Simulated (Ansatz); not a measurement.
Cost and result up the ladder for GaO3H3 (7 atoms). Charge 0, multiplicity 1. Geometry: PBE-D4/def2-SVP.

```tsv
atom	x (Å)	y (Å)	z (Å)
Ga1	0.237	0.474	-0.164
O2	-0.509	-1.614	-0.135
O3	0.946	-1.248	-0.313
O4	0.402	1.139	1.497
H5	-0.721	-1.954	-1.033
H6	-0.366	1.174	-1.427
H7	0.011	2.029	1.575
```

Ansatz on 4 threads of Arm Neoverse V1 on a shared host. Times are rough, and most runs start from the orbitals of an earlier one. ωB97M-V/def2-TZVP serves as the yardstick here, not as an exact answer. Binding counts from free atoms at the same level (Ga doublet, O triplet, H doublet; other spins of the atoms weren't run), without zero-point energy or a counterpoise term.

LC-ωPBE has ω = 0.4 bohr⁻¹. Correlated methods freeze 12 core orbitals; core or outer-core shells of Ga are correlated, in sets that lack core-valence functions. The structure holds 1 bond(s) between oxygen atoms. Another isomer (singlet) lies 4.00 eV lower at PBE0-D4/def2-TZVP; other spin states weren't run for this one.

Correlated methods converge slowly with the basis.

```tsv
level	functions	wall time	binding energy per atom (eV)	difference from ωB97M-V/def2-TZVP (eV)
PBE-D4/def2-TZVP (with forces)	159	1.2 s	3.19	0.12
PBE0-D4/def2-TZVP	159	1.5 s	3.01	-0.06
LC-ωPBE/def2-TZVP	159	1.5 s	3.06	-0.01
r2SCAN-D4/def2-TZVP	159	2.3 s	3.10	0.03
ωB97M-V/def2-TZVP	159	4.9 s	3.07	0.00
CCSD(T)/def2-TZVPP	183	55 s	3.02	-0.04
```
